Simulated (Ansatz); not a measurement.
Consider the redistribution: `B[SiH](C)BF` + `C=NBC` → `B[SiH](C)N=C` + `CBBF`.

Program: Ansatz. Geometries: PBE0-D4/def2-TZVP. ΔE: electronic, gas phase. CCSD(T)/CBS is the MP2 limit (def2-TZVPP, def2-QZVPP) plus CCSD(T) − MP2 in def2-TZVPP, frozen cores. Each species was taken in one conformer, which may not be the lowest.

```json
{"species": "`B[SiH](C)BF`", "CCSD(T)/CBS(def2) energy (Eh)": "-480.73010"}
{"species": "`C=NBC`", "CCSD(T)/CBS(def2) energy (Eh)": "-159.21633"}
{"species": "`B[SiH](C)N=C`", "CCSD(T)/CBS(def2) energy (Eh)": "-449.45616"}
{"species": "`CBBF`", "CCSD(T)/CBS(def2) energy (Eh)": "-190.46132"}
```

Q: Work out ΔE.

A: ΔE = (-449.45616) + (-190.46132) − (-480.73010) − (-159.21633) = 0.02895 Eh = +76.0 kJ/mol.

Largest T1 diagnostic among the species: 0.014.

From PBE to PBE0 (25 % exact exchange), in def2-TZVPP and without D4, ΔE moves by −13.3 kJ/mol. In def2-TZVPP, CCSD(T) changes the Hartree–Fock value by +28.2 kJ/mol (the triples alone add +5.1 kJ/mol) and MP2 by +24.9 kJ/mol.
